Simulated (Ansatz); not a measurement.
Dissociation curve of BeO, singlet.

Method: full CI/cc-pVDZ, frozen core run with Ansatz (an electronic-structure program).

Question: Relative to R = 1.35 Å, what are the energies at R = 1.14, 1.26, 1.32, 1.61 Å?

Answer: 166.6 kJ/mol at 1.14 Å, 28.9 kJ/mol at 1.26 Å, 4.7 kJ/mol at 1.32 Å, 70.0 kJ/mol at 1.61 Å.

The scan ran from 1.06 to 5.21 Å; beyond the distances shown full CI changes its symmetry label. Also computed but left out beside FCI, since their determinant holds another spin at the minimum (<S²> over 0.7 above the pure value): UHF, UCCSD, UCCSD(T), UCCSDT, UCCSDT(Q), UHF/6-31G*, UHF/LANL2DZ.
